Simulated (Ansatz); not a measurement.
`[F][GaH][SeH]` + HBr → `[F][GaH][Br]` + H₂Se at 500 K and 1 bar (ligand exchange at a Ga–Se bond).

Calculated with Ansatz (gas phase, PBE0-D4/def2-TZVP geometries, no zero-point term in ΔE). CBS: MP2 limit from def2 TZ/QZ plus the TZ coupled-cluster correction, frozen cores. For Br, Ga, Se outer-core shells are correlated without core-valence functions, which leaves a few kJ/mol of doubt a bond. Scalar relativity is left out up to krypton. Each species was taken in one conformer, which may not be the lowest.

| species | CCSD(T)/CBS energy (Eh) | H − E (kJ/mol) | S (J/(mol·K)) |
| --- | --- | --- | --- |
| `[F][GaH][SeH]` | -4425.71391 | 77.0 | 357.9 |
| HBr | -2573.91920 | 30.5 | 213.7 |
| `[F][GaH][Br]` | -4597.74300 | 53.0 | 340.4 |
| H₂Se | -2401.89790 | 53.1 | 237.8 |

H − E and S are ideal-gas, rigid-rotor, harmonic terms from PBE0-D4/def2-TZVP, for one conformer and one mirror image of each species. 1 Eh = 2625.50 kJ/mol, R = 8.31446 J/(mol·K).

**Question.** By hand: ΔE, ΔH, ΔS and ΔG.

**Answer.** ΔE = (-4597.74300) + (-2401.89790) − (-4425.71391) − (-2573.91920) = -0.00779 Eh = -20.5 kJ/mol. Δ(H − E) = 53.0 + 53.1 − 77.0 − 30.5 = -1.4, so ΔH = -21.9 kJ/mol. ΔS = 340.4 + 237.8 − 357.9 − 213.7 = 6.6 J/(mol·K). ΔG = -21.9 − 500 × (6.6)/1000 = -25.2 kJ/mol.

**Question.** By hand: the equilibrium constant, and the temperature at which ΔG would vanish if ΔH and ΔS stayed fixed.

**Answer.** log₁₀ K = −ΔG/(RT ln 10) = 2.6. ΔH and −TΔS have one sign here, so there is no such temperature.

The number of gas molecules stays the same, so ΔS is small and ΔH decides. A doubt of 5 kJ/mol in ΔE shifts log₁₀ K by 0.5 here. Other conformers and mirror images would add mixing entropy, several J/(mol·K) or more a flexible species. These are equilibria of isolated gas molecules and say nothing of rates. Largest T1 diagnostic: 0.012 (customary marks: 0.02 for closed shells, 0.045 for open ones).

ΔS is within the doubt of such terms, so its sign, and with it that verdict, could turn.
